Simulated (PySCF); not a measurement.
**TaF⁻ at ωB97X**

Computed with ωB97X; Ta def2-TZVPPD with ECP60, F def2-TZVPPD; scalar-relativistic core potentials (PySCF 2.14).

For TaF⁻, the state is quartet, unpaired electrons π ↑, δ ↑↑. The bond length is 1.928 Å and the harmonic wavenumber is 529 cm⁻¹. The force constant is 2.84 mdyn/Å, the rotational constant Be is 0.2637 cm⁻¹ and the anharmonicity ωexe is 2.96 cm⁻¹. The vibration–rotation constant αe is 0.00194 cm⁻¹, the bond order (Mayer) is 0.12 and the dipole moment (positive dipole points towards F; it is taken about the centre of mass and depends on that origin) is 0.66 D.

De is left out where the level can put another filling of the metal’s s and d shells below the measured ground configuration, by anything from nothing to about 1 eV. Spin–orbit coupling is left out, which matters for elements this heavy, above all for dissociation energies. The state is the lowest single determinant that the PBE0 search found; with open d or f shells the true ground state can be another one.
